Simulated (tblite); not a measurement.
Compound: TMS-CHF2, C₄H₁₀F₂Si.
SMILES: `C[Si](C)(C)C(F)F`

Level: GFN2-xTB in tblite, geometry and Hessian alike; calculated harmonic values, unscaled, isolated species. Against measured fundamentals such values can be off by several per cent, at times by over 20.

Harmonic wavenumbers (cm⁻¹): 31.1, 90.0, 97.0, 105.8, 112.3, 115.9, 163.4, 164.1, 183.7, 273.3, 325.1, 491.8, 592.4, 668.1, 750.7, 753.3, 775.7, 797.3, 797.7, 859.0, 859.9, 874.1, 991.7, 1073.7, 1238.0, 1278.4, 1368.7, 1371.6, 1375.5, 1467.1, 1468.0, 1472.0, 1477.1, 1477.3, 1479.9, 2886.9, 3035.0, 3035.6, 3036.7, 3040.1, 3041.2, 3044.1, 3045.3, 3051.3, 3054.3.

A = 2344, B = 1566, C = 1379 MHz; mass 124.052 u (most abundant isotopes); point group Cs, symmetry number 1.

What is the zero-point energy?

Half the sum of the wavenumbers: 28846 cm⁻¹ = 345.07 kJ/mol.

Give the ideal-gas entropy at 350 K and 1 bar in the rigid-rotor, harmonic-oscillator model (classical rotation).

Translation 172.31, rotation 121.42, vibration 174.05: S = 467.8 J/(mol K).

And Cp and H(350 K) − H(0)?

Cp = 179.61 J/(mol K), of which vibrations give 146.35 (their classical limit is 45 R = 374.2); H(350 K) − H(0) = 41.02 kJ/mol without the zero-point energy, 29.38 from vibrations.

Blend soft modes into free rotors: weight 1/[1 + (100 cm⁻¹/ν̃)⁴] for the oscillator and the rest for a rotor with moment μB/(μ + B), μ = h/(8π²ν), B = 10⁻⁴⁴ kg m². What vibrational entropy results?

158.70 J/(mol K) in place of 174.05, which changes −T·S at 350 K by +5.37 kJ/mol.

What must be added to the electronic energy to get the Gibbs energy at 350 K and 1 bar?

ZPE + [H(350 K) − H(0)] − T·S = 345.07 + 41.02 − 163.72 = 222.37 kJ/mol.

Hindered rotation and anharmonicity are outside this model.

Shape of the structure used: `[CH3:1][Si:2]([CH3:3])([CH3:4])[CH:5]([F:6])[F:7]`: C1–Si2–C5–F6 59°.
